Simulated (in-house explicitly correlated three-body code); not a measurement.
Computed with an exponentially correlated three-body code. Model: two electrons around a point charge, non-relativistic, variational in 260 exponentially correlated functions (energies converged to about 1e-7 hartree, or 1e-8 relative for large Z).

Command:
```bash
python run_hyl.py task.json out
```
Settings (lengths in bohr, energies in hartree):
```
Z                      1.5
screening              0.003
interaction_strength   1
functions              260
states_tried           13
```

Run time, properties included: 30 s on 1 thread of AMD EPYC 9R45 96-Core Processor (Zen 5), with other jobs on the host.

**Those bound S and P states to n = 4 that converged, binding against the one-electron ion.**

Given: nuclear charge 1.5; Yukawa screening of all interactions 0.003 1/bohr.

Computed: one-electron threshold -1.12050674 hartree.

| term | energy (hartree) | binding (eV) |
| --- | --- | --- |
| 1 1S | -1.45928786 | 9.2187 |
| 2 3S | -1.17165326 | 1.3918 |
| 2 1S | -1.16044563 | 1.0868 |
| 2 3P | -1.15188383 | 0.85381 |
| 2 1P | -1.15025584 | 0.80951 |
| 3 3S | ? | ? |
| 3 1S | -1.13563645 | 0.4117 |
| 3 3P | ? | ? |
| 3 1P | -1.13292831 | 0.33801 |
| 4 3S | -1.1289956 | 0.23099 |
| 4 1S | -1.12799432 | 0.20375 |
| 4 3P | -1.12713891 | 0.18047 |
| 4 1P | -1.12690656 | 0.17415 |

Problem. What belongs in the row 3 3S?

Solution. energy (hartree): -1.13827732; binding (eV): 0.48356.

Problem. What belongs in the row 3 3P?

Solution. energy (hartree): -1.13346701; binding (eV): 0.35267.

**Converged states only, values per electron or pair (inverse distances are <exp(-kr)/r>).**

```json
{"term": "1 1S", "mean r (bohr)": "1.3565", "mean r squared (bohr²)": "2.6015", "mean inverse r (1/bohr)": "1.1855", "mean r12 (bohr)": "2.1106", "mean inverse r12 (1/bohr)": "0.63203", "mean cosine": "-0.082968", "mean p1 dot p2 (bohr⁻²)": "0.095555", "delta r1 (bohr⁻³)": "0.68211", "delta r12 (bohr⁻³)": "0.028886"}
{"term": "2 3S", "mean r (bohr)": "4.1238", "mean r squared (bohr²)": "31.825", "mean inverse r (1/bohr)": "0.83704", "mean r12 (bohr)": "7.3519", "mean inverse r12 (1/bohr)": "0.16187", "mean cosine": "-0.015832", "mean p1 dot p2 (bohr⁻²)": "0.0028746", "delta r1 (bohr⁻³)": "0.54642", "delta r12 (bohr⁻³)": "-"}
{"term": "2 1S", "mean r (bohr)": "?", "mean r squared (bohr²)": "?", "mean inverse r (1/bohr)": "?", "mean r12 (bohr)": "?", "mean inverse r12 (1/bohr)": "?", "mean cosine": "?", "mean p1 dot p2 (bohr⁻²)": "?", "delta r1 (bohr⁻³)": "?", "delta r12 (bohr⁻³)": "?"}
{"term": "2 3P", "mean r (bohr)": "5.1652", "mean r squared (bohr²)": "53.556", "mean inverse r (1/bohr)": "0.81382", "mean r12 (bohr)": "9.4138", "mean inverse r12 (1/bohr)": "0.13176", "mean cosine": "-0.017759", "mean p1 dot p2 (bohr⁻²)": "-0.0097475", "delta r1 (bohr⁻³)": "0.53468", "delta r12 (bohr⁻³)": "-"}
{"term": "2 1P", "mean r (bohr)": "5.5181", "mean r squared (bohr²)": "61.023", "mean inverse r (1/bohr)": "0.8091", "mean r12 (bohr)": "10.103", "mean inverse r12 (1/bohr)": "0.12083", "mean cosine": "-0.0079884", "mean p1 dot p2 (bohr⁻²)": "0.0063684", "delta r1 (bohr⁻³)": "0.53711", "delta r12 (bohr⁻³)": "4.5726e-05"}
{"term": "3 3S", "mean r (bohr)": "10.297", "mean r squared (bohr²)": "219.75", "mean inverse r (1/bohr)": "0.78208", "mean r12 (bohr)": "19.631", "mean inverse r12 (1/bohr)": "0.063769", "mean cosine": "-0.0037144", "mean p1 dot p2 (bohr⁻²)": "0.00065496", "delta r1 (bohr⁻³)": "0.53925", "delta r12 (bohr⁻³)": "-"}
{"term": "3 1S", "mean r (bohr)": "11.867", "mean r squared (bohr²)": "294.32", "mean inverse r (1/bohr)": "0.77789", "mean r12 (bohr)": "22.764", "mean inverse r12 (1/bohr)": "0.056496", "mean cosine": "-0.0031575", "mean p1 dot p2 (bohr⁻²)": "0.00097372", "delta r1 (bohr⁻³)": "0.53887", "delta r12 (bohr⁻³)": "0.00034754"}
{"term": "3 3P", "mean r (bohr)": "?", "mean r squared (bohr²)": "?", "mean inverse r (1/bohr)": "?", "mean r12 (bohr)": "?", "mean inverse r12 (1/bohr)": "?", "mean cosine": "?", "mean p1 dot p2 (bohr⁻²)": "?", "delta r1 (bohr⁻³)": "?", "delta r12 (bohr⁻³)": "-"}
{"term": "3 1P", "mean r (bohr)": "13.053", "mean r squared (bohr²)": "363.53", "mean inverse r (1/bohr)": "0.77462", "mean r12 (bohr)": "25.134", "mean inverse r12 (1/bohr)": "0.052112", "mean cosine": "-0.0022229", "mean p1 dot p2 (bohr⁻²)": "0.0021074", "delta r1 (bohr⁻³)": "0.53714", "delta r12 (bohr⁻³)": "1.5633e-05"}
{"term": "4 3S", "mean r (bohr)": "19.514", "mean r squared (bohr²)": "815.69", "mean inverse r (1/bohr)": "0.76557", "mean r12 (bohr)": "38.046", "mean inverse r12 (1/bohr)": "0.032892", "mean cosine": "-0.0013889", "mean p1 dot p2 (bohr⁻²)": "0.00024293", "delta r1 (bohr⁻³)": "0.53792", "delta r12 (bohr⁻³)": "-"}
{"term": "4 1S", "mean r (bohr)": "21.691", "mean r squared (bohr²)": "1011.3", "mean inverse r (1/bohr)": "0.76392", "mean r12 (bohr)": "42.399", "mean inverse r12 (1/bohr)": "0.029935", "mean cosine": "-0.001254", "mean p1 dot p2 (bohr⁻²)": "0.00038074", "delta r1 (bohr⁻³)": "0.53783", "delta r12 (bohr⁻³)": "0.00013675"}
{"term": "4 3P", "mean r (bohr)": "22.922", "mean r squared (bohr²)": "1142.8", "mean inverse r (1/bohr)": "0.76321", "mean r12 (bohr)": "44.861", "mean inverse r12 (1/bohr)": "0.029565", "mean cosine": "-0.0021722", "mean p1 dot p2 (bohr⁻²)": "-0.0013065", "delta r1 (bohr⁻³)": "0.53683", "delta r12 (bohr⁻³)": "-"}
{"term": "4 1P", "mean r (bohr)": "23.665", "mean r squared (bohr²)": "1217.4", "mean inverse r (1/bohr)": "0.76256", "mean r12 (bohr)": "46.345", "mean inverse r12 (1/bohr)": "0.028059", "mean cosine": "-0.0009123", "mean p1 dot p2 (bohr⁻²)": "0.00091148", "delta r1 (bohr⁻³)": "0.53715", "delta r12 (bohr⁻³)": "6.8567e-06"}
```

Problem. What belongs in the row 2 1S?

Solution. mean r (bohr): 5.1001; mean r squared (bohr²): 50.094; mean inverse r (1/bohr): 0.82075; mean r12 (bohr): 9.277; mean inverse r12 (1/bohr): 0.13541; mean cosine: -0.011752; mean p1 dot p2 (bohr⁻²): 0.0037971; delta r1 (bohr⁻³): 0.54391; delta r12 (bohr⁻³): 0.0013396.

Problem. What belongs in the row 3 3P?

Solution. mean r (bohr): 12.504; mean r squared (bohr²): 333.96; mean inverse r (1/bohr): 0.77615; mean r12 (bohr): 24.042; mean inverse r12 (1/bohr): 0.055624; mean cosine: -0.0052375; mean p1 dot p2 (bohr⁻²): -0.0030863; delta r1 (bohr⁻³): 0.53636.

**Electric-dipole lines between converged S and P states, rate of the upper state's decay.**

```
s state  p state  p minus s (eV)  oscillator strength from s  rate (1/s)
   1 1S     2 1P          8.4092                     0.12199  1.2477e+08
   1 1S     3 1P          8.8807                    0.035456  4.0446e+07
   1 1S     4 1P          9.0446                    0.014709  1.7404e+07
   2 1S     2 1P         0.27728                      0.6049      672680
   2 1S     3 1P               ?                           ?           ?
   2 1S     4 1P         0.91264                    0.019653      236770
   3 1S     2 1P        -0.39781                     -0.2403  1.6502e+06
   3 1S     3 1P        0.073692                     0.98364       77262
   3 1S     4 1P         0.23755                    0.031669       25849
   4 1S     2 1P               ?                           ?           ?
   4 1S     3 1P        -0.13426                    -0.49136      384330
   4 1S     4 1P        0.029599                      1.3348       16915
   2 3S     2 3P         0.53795                     0.78781  3.2976e+06
   2 3S     3 3P          1.0391                  0.00036361      5678.6
   2 3S     4 3P          1.2113                   0.0014059       29835
   3 3S     2 3P        -0.37025                    -0.36081  2.1463e+06
   3 3S     3 3P          0.1309                      1.2697      314660
   3 3S     4 3P         0.30309                   0.0024699      3281.8
   4 3S     2 3P        -0.62282                   -0.037639      633540
   4 3S     3 3P        -0.12167                    -0.72515      465830
   4 3S     4 3P        0.050523                      1.7077       63049
```

Problem. What belongs in the row 2 1S 3 1P?

Solution. p minus s (eV): 0.74878; oscillator strength from s: 0.046305; rate (1/s): 375510.

Problem. What belongs in the row 4 1S 2 1P?

Solution. p minus s (eV): -0.60577; oscillator strength from s: -0.035347; rate (1/s): 562820.

**Static dipole response.**

```tsv
state	polarisability (bohr³)
1 1S	6.8038
```
